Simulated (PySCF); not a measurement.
An excited-state job on `O=C(Cl)C1=CC=CC(F)=C1`.

Computed with TDDFT PBE0/def2-SVPD, vertical, gas phase, core orbitals frozen in the response (PySCF 2.14.0, density-fitted response routines). Geometry: GFN2-xTB. A driver script takes a list of jobs; this job's settings line and coordinates (Å) are shown.

Command:
```bash
OMP_NUM_THREADS=1 python probes_run.py task.json out
```

Input:
```
{"job": {"kind": "uv", "xc": "PBE0", "basis": "def2-SVPD", "nstates": 8, "ntriplets": 3}, "charge": 0, "multiplicity": 1}
O      2.913797     1.245622    -0.254980
C      2.315000     0.252595     0.009717
Cl     3.220912    -1.197754     0.462978
C      0.856429     0.082146     0.005391
C      0.091816     1.199644    -0.343386
C     -1.287381     1.121899    -0.370660
C     -1.925925    -0.065548    -0.052457
C     -1.155173    -1.164326     0.290952
F     -1.771947    -2.317944     0.600115
C      0.224726    -1.116941     0.326927
H      0.601166     2.118379    -0.589299
H     -1.871847     1.987493    -0.640313
H     -3.000896    -0.151501    -0.066240
H      0.788644    -1.994236     0.599089
```

Question: Estimate the output.

Answer: 
```
coarse grid: 13880 points
cycle   1  E = -903.0811563005  dE =  1.893e+00  |g| = 8.582e-01  |ddm| = 1.111e+01
cycle   2  E = -902.5397904395  dE =  5.414e-01  |g| = 1.880e+00  |ddm| = 6.181e+00
cycle   3  E = -903.2194170995  dE = -6.796e-01  |g| = 2.279e-01  |ddm| = 4.856e+00
cycle   4  E = -903.2300892093  dE = -1.067e-02  |g| = 8.632e-02  |ddm| = 7.184e-01
cycle   5  E = -903.2316182141  dE = -1.529e-03  |g| = 1.855e-02  |ddm| = 2.240e-01
cycle   6  E = -903.2317000061  dE = -8.179e-05  |g| = 5.868e-03  |ddm| = 1.078e-01
cycle   7  E = -903.2317073467  dE = -7.341e-06  |g| = 2.291e-03  |ddm| = 2.046e-02
final grid: 134504 points
cycle   8  E = -903.3456460501  dE = -1.511e-05  |g| = 1.269e-02  |ddm| = 2.400e-01
cycle   9  E = -903.3455423535  dE =  1.037e-04  |g| = 2.609e-02  |ddm| = 9.012e-02
cycle  10  E = -903.3456790117  dE = -1.367e-04  |g| = 2.144e-03  |ddm| = 5.789e-02
cycle  11  E = -903.3456800245  dE = -1.013e-06  |g| = 4.023e-04  |ddm| = 6.552e-03
cycle  12  E = -903.3456800522  dE = -2.766e-08  |g| = 1.210e-04  |ddm| = 1.231e-03
cycle  13  E = -903.3456800549  dE = -2.691e-09  |g| = 3.666e-05  |ddm| = 5.897e-04
cycle  14  E = -903.3456800551  dE = -2.758e-10  |g| = 1.975e-05  |ddm| = 1.671e-04
converged SCF energy = -903.3456800551

Static polarisability (au): isotropic 97.968, principal 55.848 106.255 131.801

Singlet excitations
state   eV       nm        f      main configurations
  1   4.4326    279.7   0.00001   H-2->L 0.94
  2   4.5635    271.7   0.04403   H->L 0.88
  3   5.2505    236.1   0.24558   H-1->L 0.83
  4   5.6334    220.1   0.00019   H-4->L 0.97
  5   6.0024    206.6   0.01107   H-3->L 0.88
  6   6.4176    193.2   0.21353   H->L+1 0.52, H-1->L+1 0.16, H->L+3 0.10
  7   6.7205    184.5   0.00005   H-2->L+1 0.96
  8   6.8068    182.1   0.36305   H-1->L+1 0.55, H->L+1 0.26, H->L+3 0.12

Triplet excitations (Tamm-Dancoff, eV): 3.5088 3.8557 3.9999
```

The SCF starts on a coarse grid where the log names one; the energy can jump when the final grid takes over, and dE then counts from the start density on the new grid. H and L stand for HOMO and LUMO; the number after each pair is its weight.

Question: Give the mean polarisability as a volume in Å³, and the ratio of the largest to the smallest principal value.

Answer: 97.968 au × 0.148185 = 14.52 Å³; 131.801/55.848 = 2.36.

Question: Which computed singlet has the largest oscillator strength, and what do all of them sum to?

Answer: State 8 at 6.81 eV (182 nm), f = 0.363; the 8 states sum to 0.878.

Main results: HOMO -7.97 eV, LUMO -2.53 eV; lowest singlet 4.43 eV; lowest triplet 3.51 eV (Tamm–Dancoff); mean polarisability 98.0 au.

The run took 92 s on one thread of an x86-64 server, no GPU (shared host).

One conformer stands for the species.
Labels such as C1 count atoms from 1, the log's own numbers from 0.
